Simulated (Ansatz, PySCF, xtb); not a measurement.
Complex: PH3 (SMILES P) (first 4 atoms) with ClH3Si (SMILES [SiH3]Cl); geometry from B3LYP-D3(BJ)/def2-TZVP, rigid monomers moved along the line of their centres of mass till P1···Cl6 is 4.19 Å.
(charge 0, multiplicity 1):
```xyz
9

P      0.110    -0.298     0.057
H      1.355    -0.926     0.311
H      0.321    -0.243    -1.346
H      0.621     1.005     0.277
Si    -0.914    -0.719     4.728
Cl     0.914     0.066     4.152
H     -1.615     0.299     5.535
H     -0.659    -1.929     5.534
H     -1.682    -1.049     3.514
```

Interaction energies are E(AB) − E(A) − E(B) at the monomers' geometry in the complex; basis-set methods are counterpoise corrected. Rows marked so take none.

Rows in STO-3G carry no dispersion term and start afresh at each structure.

Run with Ansatz (a program for electronic structure); PySCF for STO-3G rows, the dispersion terms; xtb for the GFN methods. Values without a source in brackets are computed.

### Question
Predict the interaction energy from GFN-FF.

### Answer
-1.2 kcal/mol
